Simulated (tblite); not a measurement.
Compound: H3O4Si (doublet state).
Atom-mapped SMILES: `[O:1][Si:2]([OH:3])([OH:4])[OH:5]` (hydrogens: H6 on O3; H7 on O4; H8 on O5)

Computed with GFN2-xTB (tblite), gas phase: L-BFGS steps from a force-field or distance-geometry start until the largest atomic force falls under 0.01 eV/Å.

At the end of the run (lengths in Å): O1–Si2 1.583, Si2–O5 1.612, Si2–O3 1.616, Si2–O4 1.676, O5–H8 0.953, O3–H6 0.953, O4–H7 0.956, O1–Si2–O4 90.5°, O1–Si2–O3 121.3°, O1–Si2–O5 116.3°, O4–Si2–O5 112.1°, H6–O3–Si2–O1 44°, H7–O4–Si2–O1 54°.

Question: These geometries were met on the way; a selection of coordinates is given. Order them by energy above the end point, lowest first.
A. O1–Si2 1.592, Si2–O5 1.613, Si2–O3 1.621, Si2–O4 1.653, O5–H8 0.960, O3–H6 0.964, O4–H7 0.960, O1–Si2–O4 91.0°, O1–Si2–O3 122.8°, O1–Si2–O5 114.9°, O4–Si2–O5 114.3°, H6–O3–Si2–O1 69°, H7–O4–Si2–O1 -3°
B. O1–Si2 1.573, Si2–O5 1.613, Si2–O3 1.623, Si2–O4 1.673, O5–H8 0.957, O3–H6 0.952, O4–H7 0.955, O1–Si2–O4 91.9°, O1–Si2–O3 119.0°, O1–Si2–O5 116.9°, O4–Si2–O5 107.6°, H6–O3–Si2–O1 101°, H7–O4–Si2–O1 -22°
C. O1–Si2 1.738, Si2–O5 1.722, Si2–O3 1.700, Si2–O4 1.726, O5–H8 0.999, O3–H6 0.984, O4–H7 0.982, O1–Si2–O4 111.2°, O1–Si2–O3 110.2°, O1–Si2–O5 107.1°, O4–Si2–O5 106.2°, H6–O3–Si2–O1 140°, H7–O4–Si2–O1 -38°
D. O1–Si2 1.595, Si2–O5 1.632, Si2–O3 1.656, Si2–O4 1.654, O5–H8 0.954, O3–H6 0.957, O4–H7 0.956, O1–Si2–O4 111.3°, O1–Si2–O3 111.6°, O1–Si2–O5 110.5°, O4–Si2–O5 107.4°, H6–O3–Si2–O1 138°, H7–O4–Si2–O1 -36°
E. O1–Si2 1.659, Si2–O5 1.693, Si2–O3 1.696, Si2–O4 1.707, O5–H8 0.957, O3–H6 0.958, O4–H7 0.960, O1–Si2–O4 111.6°, O1–Si2–O3 111.1°, O1–Si2–O5 109.2°, O4–Si2–O5 106.6°, H6–O3–Si2–O1 139°, H7–O4–Si2–O1 -37°

Answer: A (0.097 eV), B (0.161 eV), D (0.260 eV), E (0.549 eV), C (1.020 eV).

```csv
step,E above end (eV),"rms distance from the end, all atoms (Å)",largest force (eV/Å),rms shift of all bonds from the end (Å)
25,0.097,0.253,0.626,0.011
17,0.161,0.339,0.283,0.005
3,0.260,0.441,0.596,0.019
1,0.549,0.453,2.538,0.053
0,1.020,0.465,3.602,0.084
```

Rows stand in the order of the answer.
